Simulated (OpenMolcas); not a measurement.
## Mn IV: effect of the basis set

```json
{"Program": "OpenMolcas", "Method": "RASSCF", "Active space": "10 electrons in 8 orbitals (RAS1 3p, at most 2 holes; RAS2 3d)", "State averaging": "2S+1 = 5 even, 5 roots; 2S+1 = 3 even, 45 roots; 2S+1 = 1 even, 44 roots", "Spin-orbit coupling": "state interaction with AMFI integrals over the reference wave functions, term energies averaged over their components"}
```

A. ANO-RCC-VTZP [6s5p3d2f1g], DKH2, point nucleus; cost of the order of 40 core-seconds
B. ANO-R2 [7s4p4d2f1g], X2C, finite nucleus; cost about 50 core-seconds
C. ANO-RCC-VQZP [7s6p4d3f2g1h], DKH2, point nucleus; cost roughly 50 core-seconds

Energies in cm-1 above 3d4 5D0, the measured ground level; measured values from Corliss and Sugar, J. Phys. Chem. Ref. Data 6, 1253 (1977).

```tsv
Level	A	B	C	Measured
3d4 5D0	0.0	0.0	0.0	0.0
3d4 5D1	106	104	104	99.0
3d4 5D2	312	308	306	287
3d4 5D3	610	602	597	552
3d4 5D4	989	976	969	886
3d4 3P0(1)	21994	22194	22190	20654
3d4 3P1(1)	22619	22812	22805	21279
3d4 3P2(1)	23728	23910	23899	22325
3d4 3H4	25430	25640	25638	21281
3d4 3H5	25664	25870	25867	21475
3d4 3F2(1)	25750	25958	25950	22791
3d4 3F3(1)	25868	26075	26067	22862
3d4 3H6	25916	26119	26115	21679
3d4 3F4(1)	26022	26227	26219	22959
3d4 3G3	30216	30449	30441	25440
3d4 3G4	30481	30712	30702	25671
3d4 3G5	30740	30968	30957	25878
3d4 1G4(1)	36067	36355	36337	
3d4 3D3	37054	37324	37306	31385
3d4 3D2	37125	37395	37377	31474
3d4 3D1	37225	37493	37474	31581
3d4 1I6	38264	38567	38553	
3d4 1S0	38624	38930	38904	
3d4 1D2	43349	43676	43647
```

Deviations, from unrounded energies. A percentage is the sum of absolute deviations over the sum of measured energies, with the sign that they share, or ± where signs differ.

| Against measurement | Levels | A | B | C |
| --- | --- | --- | --- | --- |
| mean absolute deviation (cm-1) | 19 | 3000 | 3200 | 3200 |
| fine structure of the ground term (%) | 4 | +10.6 | +9.1 | +8.3 |
| other terms of the ground configuration (%) | 15 | +15.5 | +16.4 | +16.3 |

A lies closest to measurement on these levels and B furthest from it. The largest miss of A in the table is 3d4 3D3, by +5700 cm-1. The ranking rests on the paired levels alone, and a cruder setting can come out closer through cancelling errors.

Among A to C the level of the table that moves most is 3d4 1D2, by 330 cm-1 (lowest in A, highest in B).

Without dynamic correlation excited terms often stand tens of per cent too high (terms of higher spin than the ground term too low), and those without a measured partner can miss by more than the paired ones. Active for correlation alone: 3p; no level in the range computed is led by a configuration that opens it, so any true level of that kind is missing. Measured partners are found by configuration, term and J. A level has none where our copy of the source lacks it or the pairing is in doubt (some pairs that miss far off the trend of their configuration count as doubtful), and it then counts in no deviation. Levels of configurations outside the active space are missing. Levels that lie high or do not pair safely by name in every column are left out.

A number in round brackets counts repeated terms of one configuration in the order of the reference energies.
